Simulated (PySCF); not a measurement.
# How methods differ on the ionisation energy of Bi

Bi [Xe] 4f14 5d10 6s2 6p3 (4S) → Bi⁺ [Xe] 4f14 5d10 6s2 6p2 (3P), as a difference of total energies. Computed with PySCF 2.14 in x2c-TZVPPall with one added diffuse shell each of s, p, d, f type (12s8p7d4f, 99 functions), with scalar relativity by spin-free X2C-1e. Correlated levels: valence: [Xe] 4f14 5d10 frozen. The calculations carry no spin-orbit coupling.

```csv
method,ionisation energy (eV)
UHF,8.245
MP2 (valence),8.590
SCS-MP2 (valence),8.476
CCSD (valence),8.601
CCSD(T) (valence),8.624
```

How much does correlation contribute at CCSD(T) (valence)?

8.624 − (8.245) = 0.379 eV, measured against UHF.

Spin-orbit coupling is strong in these open shells (close to jj coupling). The scalar numbers leave it out and a first-order estimate fails, so it can dominate the gap to the real levels.

Errors of the correlated levels include the incompleteness of this basis and the frozen core.

For comparison: 7.286 eV (measured; NIST Atomic Spectra Database, ionization energies).
